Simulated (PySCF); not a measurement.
A PySCF script (with the pyscf-properties extension) for the NMR shieldings of `C(/C=C\B)=C`, C4H7B, on a GFN2-xTB geometry:

```python
import basis_set_exchange as bse
import numpy as np
from pyscf import gto, dft
from pyscf.prop import nmr

atoms = """
B     1.999193   -0.902169    0.385642
C     1.270507    0.443889    0.539151
C    -0.007018    0.738306    0.209545
C    -0.966580   -0.169474   -0.364665
C    -2.213382    0.191106   -0.665638
H     1.478291   -1.850239   -0.058003
H     3.117195   -0.980713    0.725048
H     1.834206    1.270951    0.961615
H    -0.385296    1.743164    0.377867
H    -0.635454   -1.179995   -0.549759
H    -2.571206    1.193677   -0.491492
H    -2.919258   -0.499188   -1.095338
"""
names = dict.fromkeys(["B", "C", "H"], "pcSseg-1")
basis = {el: gto.basis.parse(bse.get_basis(n, elements=[el], fmt="nwchem")) for el, n in names.items()}
mol = gto.M(atom=atoms, basis=basis, charge=0, verbose=0)
mf = dft.RKS(mol, xc="PBE0")
mf.grids.level = 2
mf.grids.alignment = dft.numint.BLKSIZE   # the property module wants whole blocks of grid points
mf.conv_tol = 1e-9
mf.kernel()

calc = nmr.RKS(mf)   # GIAO
C = mf.mo_coeff
Co = C[:, mf.mo_occ > 0]
resp = mf.gen_response(singlet=True, hermi=2)
def vind(x):   # induced exchange potential for any number of trial vectors
    d = np.einsum("pi,xij,qj->xpq", C, 2 * x.reshape(-1, C.shape[1], Co.shape[1]), Co, optimize=True)
    return np.einsum("xpq,pi,qj->xij", resp(d - d.transpose(0, 2, 1)), C, Co, optimize=True).ravel()
mo1, _ = nmr.rhf.solve_mo1(calc, with_cphf=vind)
sigma = calc.kernel(mo1)
for i, s in enumerate(sigma):   # ppm
    print("%2d %-2s %9.2f" % (i, mol.atom_pure_symbol(i), np.trace(s) / 3))
```

Problem. What are the results?

Solution. 
```
 0 B      33.73
 1 C      43.02
 2 C      18.42
 3 C      42.68
 4 C      51.62
 5 H      24.38
 6 H      24.82
 7 H      24.46
 8 H      24.23
 9 H      23.84
10 H      25.76
11 H      25.71
```

These numbers come from an equivalent density-fitted implementation of the same equations, which agrees with the script to about 0.01 ppm for H and up to a few tenths of a ppm for heavy atoms, so last digits may differ.

Size and cost of the density-fitted run: 120 basis functions, 9.1 s wall time on 1 thread of an Arm Neoverse V2, shared host; peak memory 0.52 GiB.
